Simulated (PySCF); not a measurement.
How methods differ on the excitation energy of Si²⁺

Si²⁺ [Ne] 3s2 (1S) → Si²⁺ [Ne] 3s1 4s1 (3S), as a difference of total energies. Calculation: PySCF 2.14, in aug-cc-pwCVDZ (6s5p3d, 36 functions); no relativity, point nucleus. Correlated levels: nothing frozen. The calculations carry no spin-orbit coupling.

```json
{"method": "UHF", "excitation energy (eV)": "18.030"}
{"method": "MP2 (all electrons)", "excitation energy (eV)": "18.887"}
{"method": "SCS-MP2 (all electrons)", "excitation energy (eV)": "19.082"}
{"method": "CCSD (all electrons)", "excitation energy (eV)": "19.082"}
{"method": "CCSD(T) (all electrons)", "excitation energy (eV)": "19.102"}
```

Problem. How much does correlation contribute at CCSD(T) (all electrons)?

Solution. 19.102 − (18.030) = 1.072 eV, measured against UHF.

The promoted electron is Rydberg-like, and one or two diffuse shells describe it only roughly, which tends to raise the upper state.
